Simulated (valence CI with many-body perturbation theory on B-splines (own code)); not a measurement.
E1 line list for Bi LII

Level of theory: valence CI with perturbative core correlation (CI+MBPT): four valence electrons over a frozen Dirac-Fock core [Ar] 3d10, a basis of 11 s, 11 p, 10 d, 8 f, 5 g, 2 h functions for each j, with the one-electron correlation potential Σ1, the two-electron term Σ2, the three-electron term Σ3, Breit, model QED; selected CI, second order for the rest, scaled by the run's own slope (own B-spline code, finite nucleus).

No measured spectrum was set against this ion. As an estimate, large intervals hold to a few tenths of a per cent, small ones and those within an open d or f shell to about a per cent. Among the levels kept, up to 400 cm⁻¹ of a level comes from second order outside the variational space, and about a tenth of that is noise between levels of different J, which matters for small intervals.

Lines 101 to 150 of 564 in falling wavelength, among levels below 948.24 eV, chosen from the strongest by gf and those to the six lowest levels. Wavelengths and rates use the calculated energies. Electric multipoles are in the length gauge, E1 and E2 with the static RPA response of the core. Weak lines are less certain than strong ones. Lines between different terms over intervals too small for the method are left out, as are lines whose strength nearly cancels. Where a level lies close to another of its J and parity, the split of strength between their lines is uncertain. The highest levels of a list are the least certain.

Levels are named by their leading jj configuration (3d3/2^4 stands for four electrons in 3d with j = 3/2), which in mixed levels can hold well under half, so a name can repeat and another be missing. Letters in brackets count levels of one name in rising energy.

```
λ vac (Å)                           Upper                           Lower   A (s⁻¹)  log gf  Branch %
    57.18  (4s 4p1/2 4p3/2 4f7/2) J=4 [b]  (4s 4p1/2 4p3/2 4d5/2) J=3 [a]  4.71e+10   -0.68       5.8
    57.16  (4s 4p1/2 4p3/2 4f7/2) J=3 [b]  (4s 4p1/2 4p3/2 4d5/2) J=3 [b]  6.35e+10   -0.66       9.7
    57.06  (4s 4p1/2 4d3/2 4d5/2) J=4 [c]  (4s 4p1/2 4p3/2 4d5/2) J=4 [a]  3.99e+10   -0.76       2.6
    56.84          (4s^2 4p3/2 4f7/2) J=4          (4s^2 4p3/2 4d5/2) J=4  5.80e+10   -0.60      13.0
    56.78          (4s 4p1/2^2 4f7/2) J=4          (4s 4p1/2^2 4d5/2) J=3  2.22e+11   -0.02      80.6
    56.62  (4s 4p1/2 4p3/2 4f7/2) J=4 [d]  (4s 4p1/2 4p3/2 4d5/2) J=3 [c]  8.44e+10   -0.44       5.3
    56.45          (4s^2 4p3/2 4f7/2) J=3          (4s^2 4p3/2 4d5/2) J=2  2.37e+11   -0.10      76.9
    56.44  (4s 4p1/2 4p3/2 4f7/2) J=2 [b]  (4s 4p1/2 4p3/2 4d5/2) J=2 [b]  2.08e+11   -0.30      29.1
    56.08  (4s 4p1/2 4p3/2 4f7/2) J=3 [d]  (4s 4p1/2 4p3/2 4d5/2) J=2 [c]  3.29e+11    0.04      23.1
    56.01      (4s 4p1/2 4d5/2^2) J=2 [b]  (4s 4p1/2 4p3/2 4d5/2) J=3 [d]  8.28e+10   -0.71       7.1
    55.75  (4s 4p1/2 4p3/2 4f7/2) J=3 [b]  (4s 4p1/2 4p3/2 4d5/2) J=3 [a]  5.10e+10   -0.78       7.8
    55.74  (4s 4p1/2 4p3/2 4f7/2) J=2 [a]  (4s 4p1/2 4p3/2 4d3/2) J=2 [d]  7.03e+10   -0.79      10.1
    55.60      (4s 4p1/2 4d5/2^2) J=2 [b]  (4s 4p1/2 4p3/2 4d5/2) J=2 [c]  2.36e+11   -0.26      20.4
    55.58  (4s 4p1/2 4p3/2 4f7/2) J=4 [e]  (4s 4p1/2 4p3/2 4d5/2) J=3 [c]  4.10e+11    0.23      26.4
    55.56  (4s 4p1/2 4p3/2 4f7/2) J=2 [a]  (4s 4p1/2 4p3/2 4d5/2) J=2 [a]  9.03e+10   -0.68      12.9
    55.54       (4p1/2^2 4p3/2 4d5/2) J=2           (4p1/2^2 4p3/2^2) J=2  2.03e+11   -0.33      19.1
    55.51          (4s 4p1/2 4d5/2^2) J=4  (4s 4p1/2 4p3/2 4d5/2) J=3 [d]  7.41e+11    0.49      50.7
    55.48      (4s 4p3/2^2 4d5/2) J=1 [a]                (4s 4p3/2^3) J=2  2.29e+11   -0.50      15.0
    55.46  (4s 4p1/2 4p3/2 4f7/2) J=2 [c]  (4s 4p1/2 4p3/2 4d5/2) J=1 [b]  2.71e+11   -0.20      22.3
    55.40  (4s 4p1/2 4p3/2 4f5/2) J=4 [c]  (4s 4p1/2 4p3/2 4d5/2) J=3 [a]  6.98e+10   -0.54       5.8
    55.35          (4s 4p1/2^2 4d5/2) J=2          (4s 4p1/2^2 4p3/2) J=1  3.02e+11   -0.16      68.3
    55.30          (4s^2 4d3/2 4d5/2) J=3          (4s^2 4p3/2 4d3/2) J=3  9.07e+10   -0.54       3.7
    55.29  (4s 4p1/2 4p3/2 4f7/2) J=5 [c]  (4s 4p1/2 4p3/2 4d5/2) J=4 [b]  2.79e+11    0.15      26.0
    55.26      (4s 4p1/2 4p3/2 4f7/2) J=6      (4s 4p1/2 4p3/2 4d5/2) J=5  2.83e+11    0.23      92.4
    55.25      (4s 4p1/2 4d5/2^2) J=2 [b]  (4s 4p1/2 4p3/2 4d5/2) J=1 [c]  2.17e+11   -0.30      18.7
    55.20  (4s 4p1/2 4d3/2 4d5/2) J=3 [b]  (4s 4p1/2 4p3/2 4d3/2) J=2 [b]  1.14e+11   -0.44      18.4
    55.18              (4s^2 4d5/2^2) J=2          (4s^2 4p3/2 4d5/2) J=1  4.66e+11    0.03      44.5
    55.16  (4s 4p1/2 4p3/2 4f7/2) J=4 [a]  (4s 4p1/2 4p3/2 4d5/2) J=4 [a]  9.04e+10   -0.43      19.6
    55.03  (4s 4p1/2 4p3/2 4d5/2) J=3 [a]          (4s 4p1/2 4p3/2^2) J=3  1.06e+11   -0.47      15.6
    55.03          (4s^2 4p3/2 4f7/2) J=5          (4s^2 4p3/2 4d5/2) J=4  3.62e+11    0.26     100.0
    55.00          (4s 4p1/2 4d5/2^2) J=1      (4s 4p1/2 4p3/2 4d5/2) J=0  2.81e+11   -0.42      21.4
    54.98          (4s 4p1/2 4d5/2^2) J=5  (4s 4p1/2 4p3/2 4d5/2) J=4 [c]  5.06e+11    0.40      45.0
    54.94      (4s 4p1/2 4d5/2^2) J=2 [a]  (4s 4p1/2 4p3/2 4d5/2) J=1 [a]  2.45e+11   -0.26      18.4
    54.91  (4s 4p1/2 4d3/2 4d5/2) J=2 [b]  (4s 4p1/2 4p3/2 4d3/2) J=2 [b]  1.20e+11   -0.57      21.1
    54.89  (4s 4p1/2 4p3/2 4f7/2) J=5 [a]  (4s 4p1/2 4p3/2 4d5/2) J=4 [a]  3.03e+11    0.18      76.6
    54.88          (4s^2 4p3/2 4d5/2) J=2              (4s^2 4p3/2^2) J=2  2.59e+11   -0.23      98.3
    54.87          (4s^2 4d3/2 4d5/2) J=4          (4s^2 4p3/2 4d3/2) J=3  9.10e+10   -0.43       4.4
    54.85  (4s 4p1/2 4p3/2 4f7/2) J=5 [b]      (4s 4p1/2 4p3/2 4d5/2) J=5  1.75e+11   -0.06      35.6
    54.76          (4s 4p1/2 4d5/2^2) J=1  (4s 4p1/2 4p3/2 4d5/2) J=1 [c]  4.12e+11   -0.26      31.3
    54.73          (4s^2 4d3/2 4d5/2) J=3          (4s^2 4p3/2 4d3/2) J=2  1.19e+11   -0.43       4.8
    54.73  (4s 4p1/2 4p3/2 4f5/2) J=2 [b]  (4s 4p1/2 4p3/2 4d3/2) J=1 [d]  8.03e+10   -0.74       5.6
    54.70      (4s 4p1/2 4d3/2 4d5/2) J=5      (4s 4p1/2 4p3/2 4d3/2) J=4  1.12e+11   -0.26      61.9
    54.69          (4s^2 4p3/2 4f5/2) J=4          (4s^2 4p3/2 4d5/2) J=4  1.05e+11   -0.37      10.0
    54.68          (4s 4p1/2 4d5/2^2) J=3  (4s 4p1/2 4p3/2 4d5/2) J=2 [b]  1.36e+11   -0.37       8.7
    54.65  (4s 4p1/2 4d3/2 4d5/2) J=3 [a]  (4s 4p1/2 4p3/2 4d3/2) J=3 [a]  1.02e+11   -0.50      20.1
    54.59          (4s^2 4p3/2 4f7/2) J=2          (4s^2 4p3/2 4d5/2) J=2  3.59e+11   -0.10      74.0
    54.55          (4s 4p1/2 4d5/2^2) J=0  (4s 4p1/2 4p3/2 4d5/2) J=1 [b]  4.95e+11   -0.66      50.4
    54.45  (4s 4p1/2 4p3/2 4f7/2) J=4 [d]  (4s 4p1/2 4p3/2 4d5/2) J=3 [b]  3.11e+11    0.10      19.7
    54.43  (4s 4p1/2 4d3/2 4d5/2) J=3 [c]  (4s 4p1/2 4p3/2 4d3/2) J=2 [c]  1.32e+11   -0.39       5.8
    54.33              (4s^2 4d5/2^2) J=2          (4s^2 4p3/2 4d5/2) J=3  1.25e+11   -0.56      12.0
```
